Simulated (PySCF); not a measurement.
# Ionisation energy of Pt⁷⁰⁺ by level of theory

Pt⁷⁰⁺ [He] 2s2 2p4 (3P) → Pt⁷¹⁺ [He] 2s2 2p3 (4S), as a difference of total energies. Computed with PySCF 2.14 in an even-tempered Gaussian basis (18 s from 48 bohr⁻², ratio 2.2; 13 p from 63 bohr⁻², ratio 2.2; 5 d from 250 bohr⁻², ratio 2.4; 5 f from 370 bohr⁻², ratio 2.4; 4 g from 550 bohr⁻², ratio 2.4), with the spin-free X2C one-electron Hamiltonian (Gaussian nucleus). Correlated levels: nothing frozen; virtual orbitals above 40 to 60 times the deepest correlated orbital energy dropped. The calculations carry no spin-orbit coupling.

| method | ionisation energy (eV) |
| --- | --- |
| UHF | 18801.0 |
| LDA | 18791.6 |
| PBE | 18804.4 |
| PBE0 | 18804.0 |
| r2SCAN | 18807.7 |
| M06-2X | 18800.2 |
| B2PLYP | 18804.4 |
| MP2 (all electrons) | 18802.9 |
| SCS-MP2 (all electrons) | 18803.0 |

Spin-orbit coupling is strong in these open shells (close to jj coupling). The scalar numbers leave it out and a first-order estimate fails, so it can dominate the gap to the real levels.

For this ion Breit and QED terms and the two-electron picture change, all absent here, outweigh the differences among the correlated methods.

For comparison: 18280 ± 60 eV (theoretical estimate listed by NIST; NIST Atomic Spectra Database, ionization energies).
